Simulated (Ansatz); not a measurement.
Input (CCSDT(Q)/cc-pV(T+d)Z; Ansatz, a program for electronic structure): A basis named .json is the Basis Set Exchange file of that set.

Ansatz 0.2 input:
```yaml
crystal:
  periodic: [false, false, false]
  atoms:
    - {symbol: Si, position_ang: [-1.07247935, 0.08671497, 0.21192337]}
    - {symbol: P, position_ang: [1.12328073, -0.06802843, -0.33237524]}
    - {symbol: H, position_ang: [-1.81711391, -0.89255904, -0.61340246]}
    - {symbol: H, position_ang: [-1.53175281, 1.45323290, -0.12913028]}
    - {symbol: H, position_ang: [-1.35648375, -0.17410058, 1.64265359]}
    - {symbol: H, position_ang: [1.31288996, -1.29737137, 0.35134168]}
    - {symbol: H, position_ang: [1.55796051, 0.71721488, 0.76723878]}
basis:
  gaussian:
    orbitals: cc-pV_T+d_Z.json
magnetization: {spin_polarized: false}
correlation: {method: ccsdt_q, electrons: outside_noble_gas}
```

Output:

```
Functional definition: HF
integrals: 0.54 GiB planned
1911 factors; integrals over basis functions are off by at most 1.7e-7 eV
mean field: 0.70 GiB planned
mean field evaluation 1: about -17212.9704 eV, gradient 1.3e1 eV
mean field evaluation 2: about -17213.1106 eV, gradient 1.3e1 eV
mean field evaluation 4: about -17214.1871 eV, gradient 1.3e0 eV
mean field evaluation 8: about -17214.1938 eV, gradient 5.3e-5 eV
mean field evaluation 16: about -17214.0077 eV, gradient 1.2e0 eV
mean field -17214.19384321 eV, -632.6099555381 hartree, gradient 3.4e-6 eV, S^2 0.000000; 0 other end points of the search recorded, 0 dependent functions left out
10 core orbitals not correlated
reference -17214.19384321 eV, -632.6099555381 hartree; 7, 7 occupied and 131, 131 virtual orbitals, 1911 factors
second order -7.95292034 eV of doubles, -0.00000000 eV of singles
coupled cluster: 6.34 GiB planned
cycle   1  -8.85972617 eV  change   -9.1e-1 eV  update   9.0e-2
cycle   2  -9.48748112 eV  change   -6.3e-1 eV  update   3.8e-2
cycle   3  -9.61223468 eV  change   -1.2e-1 eV  update   1.6e-2
cycle   4  -9.58917677 eV  change    2.3e-2 eV  update   5.1e-3
cycle   5  -9.59218503 eV  change   -3.0e-3 eV  update   2.0e-3
cycle   6  -9.59356875 eV  change   -1.4e-3 eV  update   6.1e-4
cycle   7  -9.59275456 eV  change    8.1e-4 eV  update   2.5e-4
cycle   8  -9.59271372 eV  change    4.1e-5 eV  update   9.1e-5
cycle   9  -9.59285528 eV  change   -1.4e-4 eV  update   3.8e-5
cycle  10  -9.59284463 eV  change    1.1e-5 eV  update   1.3e-5
cycle  11  -9.59283799 eV  change    6.6e-6 eV  update   5.1e-6
cycle  12  -9.59283560 eV  change    2.4e-6 eV  update   2.0e-6
cycle  13  -9.59283547 eV  change    1.3e-7 eV  update   6.5e-7
perturbative correction -0.01586744 eV, -0.0005831176 hartree
Total energy: -17223.80254611 eV, -632.9630688569 hartree
```
